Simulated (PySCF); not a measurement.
A structure optimised at r2SCAN-D4/def2-SVP, used in a PySCF frequency run:

```
C
F 1 1.3167
F 1 1.3167 2 110.49
Br 1 1.9142 2 113.81 3 129.50
```
Charge 0, spin multiplicity 2.

Task: Write its SMILES, formula and point group.

Result: F[C](F)Br, CBrF2, Cs

Task: What are its rotational constants (standard atomic weights)?

Result: 10.955, 2.8812, 2.3160 GHz
